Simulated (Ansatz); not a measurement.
Coupled-cluster run, C$_{2}$H$_{5}$FSZn, SMILES `[CH3][Zn][CH](F)S`.

```yaml
crystal:
  periodic: [false, false, false]
  atoms:
    - {symbol: C, position_ang: [-0.457482, 0.333177, 2.110965]}
    - {symbol: Zn, position_ang: [-0.089223, -0.247168, 0.302733]}
    - {symbol: C, position_ang: [0.310668, -0.772179, -1.554715]}
    - {symbol: F, position_ang: [-0.834291, -1.169319, -2.252182]}
    - {symbol: S, position_ang: [1.186808, 0.533544, -2.419873]}
    - {symbol: H, position_ang: [0.387113, 0.109763, 2.767181]}
    - {symbol: H, position_ang: [-0.638203, 1.410048, 2.146569]}
    - {symbol: H, position_ang: [-1.340349, -0.173207, 2.507839]}
    - {symbol: H, position_ang: [1.011337, -1.612181, -1.604403]}
    - {symbol: H, position_ang: [0.463611, 1.587532, -2.004115]}
basis:
  gaussian: {orbitals: def2-TZVPP}
correlation: {method: ccsd_t, frozen_orbitals: {C: 1, F: 1, H: 0, S: 5, Zn: 9}}
output: {orbitals: {seedname: orbitals}}
```

```sh
$ ansatz run in.yaml --threads 4 --pin off --events-out ev --progress --plain
```

Output of Ansatz, abridged:

```
Functional definition: HF
1658 factors; integrals over basis functions are off by at most 1.2e-3 eV
mean field evaluation 1: about -64037.3108 eV, gradient 3.7e1 eV
mean field evaluation 2: about -64037.6846 eV, gradient 3.7e1 eV
mean field evaluation 4: about -64041.0205 eV, gradient 6.3e0 eV
mean field evaluation 8: about -64041.1066 eV, gradient 7.2e-1 eV
mean field evaluation 16: about -64041.1082 eV, gradient 1.4e-6 eV
mean field -64041.10822640 eV, -2353.4673186981 hartree, gradient 1.4e-6 eV, S^2 0.000000; 0 other end points of the search recorded, 0 dependent functions left out
17 core orbitals not correlated: weight in the atoms' cores, before any rotation towards them, 1.000 or more for the frozen orbitals, at most 0.000 for the correlated occupied ones
reference -64041.10822640 eV, -2353.4673186981 hartree; 19, 19 occupied and 233, 233 virtual orbitals, 1658 factors
second order -35.14444172 eV of doubles, -0.00000000 eV of singles
cycle   1  -33.72015003 eV  change     1.4e0 eV  update   1.4e-1
cycle   2  -34.65513287 eV  change   -9.3e-1 eV  update   5.5e-2
cycle   3  -34.87057015 eV  change   -2.2e-1 eV  update   2.4e-2
cycle   4  -34.84682381 eV  change    2.4e-2 eV  update   7.4e-3
cycle   5  -34.83476979 eV  change    1.2e-2 eV  update   3.0e-3
cycle   6  -34.83750420 eV  change   -2.7e-3 eV  update   1.1e-3
cycle   7  -34.83729041 eV  change    2.1e-4 eV  update   4.1e-4
cycle   8  -34.83674599 eV  change    5.4e-4 eV  update   1.4e-4
cycle   9  -34.83684793 eV  change   -1.0e-4 eV  update   5.5e-5
cycle  10  -34.83690600 eV  change   -5.8e-5 eV  update   2.3e-5
cycle  11  -34.83685640 eV  change    5.0e-5 eV  update   1.1e-5
cycle  12  -34.83687030 eV  change   -1.4e-5 eV  update   5.2e-6
perturbative correction -1.29345957 eV, -0.0475337625 hartree
Total energy: -64077.23855627 eV, -2354.7950838308 hartree
```

Run time 6.5 min (4 threads of a server CPU on a shared host); peak host memory 6.9 GiB.

The correlation energy is -36.130 eV, 3.6 % of it from (T); the T1 diagnostic reads 0.0141.
